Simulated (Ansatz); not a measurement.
```yaml
crystal:
  periodic: [false, false, false]
  atoms:
    - {symbol: S, position_ang: [-2.283136, 1.670683, 1.209322]}
    - {symbol: B, position_ang: [-0.858582, 0.672623, 1.201366]}
    - {symbol: B, position_ang: [-0.158879, 0.155917, -0.192910]}
    - {symbol: C, position_ang: [0.048046, -1.342060, -0.837836]}
    - {symbol: Ge, position_ang: [1.610108, 0.073682, -1.096035]}
    - {symbol: H, position_ang: [-2.209999, 1.963996, 2.293931]}
    - {symbol: H, position_ang: [-0.007038, 0.737042, 2.246762]}
    - {symbol: H, position_ang: [-0.199961, -2.379045, -0.375947]}
    - {symbol: H, position_ang: [0.209098, -1.499884, -1.876903]}
    - {symbol: H, position_ang: [1.839517, 0.053865, -2.342041]}
    - {symbol: H, position_ang: [2.654494, 0.186819, -0.181084]}
basis:
  gaussian: {orbitals: def2-mTZVPP, point_charges: [{charge: 2.00, position_ang: [6.348, -0.391, 0.631]}]}
total_charge: -1
magnetization: {spin_polarized: true, initial_magnetization: 1}
hamiltonian: {xc: {name: HF}, pseudopotentials: {relativity: scalar}}
relax: {f_tol: 0.0001, max_steps: 2}
```

```sh
$ ansatz run in.yaml --threads 4 --pin off --events-out ev --progress --plain --max-ram 10444MiB
```

How does Ansatz answer? (An estimate is asked.)

Ansatz gave: No converged result was reached.
```
Functional definition: HF
1516 factors; integrals over basis functions are off by at most 3.3e-4 eV
mean field evaluation 1: about -70251.0749 eV, gradient 1.8e1 eV
mean field evaluation 2: about -70251.1431 eV, gradient 1.8e1 eV
mean field evaluation 4: about -70253.9478 eV, gradient 3.4e0 eV
mean field evaluation 8: about -70254.1327 eV, gradient 6.4e-1 eV
mean field evaluation 16: about -70254.1775 eV, gradient 2.5e-5 eV
mean field -70254.17749114 eV, -2581.7934028076 hartree, gradient 2.5e-5 eV, S^2 0.897512; 0 other end points of the search recorded, 0 dependent functions left out
reference -70254.17749114 eV, -2581.7934028076 hartree; 36, 35 occupied and 114, 115 virtual orbitals, 1516 factors
relax step   1: F+E_penalty+E_count = -70254.17749114 eV  Δ(F+E_penalty+E_count) = +0.000e0 eV  max|allowed force component| = 1.008e1 eV/Å  Δτ_max = 0.0000 Å  (137 SCF iters, accepted)
1516 factors; integrals over basis functions are off by at most 5.8e-4 eV
mean field -70257.11726890 eV, -2581.9014376476 hartree, gradient 6.6e-5 eV, S^2 0.847774; 0 other end points of the search recorded, 0 dependent functions left out
reference -70257.11726890 eV, -2581.9014376476 hartree; 36, 35 occupied and 114, 115 virtual orbitals, 1516 factors
relax step   2: F+E_penalty+E_count = -70257.11726890 eV  Δ(F+E_penalty+E_count) = -2.940e0 eV  max|allowed force component| = 3.362e0 eV/Å  Δτ_max = 0.1943 Å  (68 SCF iters, accepted)
Error: geometry relaxation did not converge after 2 steps: max|allowed force component| = 3.36e0 eV/Å (threshold 1.0e-4). Raise `relax.max_steps` over both its present limit and 2, loosen `relax.f_tol`, or start from a geometry closer to equilibrium. Where this run's directory can be resumed (`checkpoint.write`), a resume goes on for up to `relax.max_steps` more
```
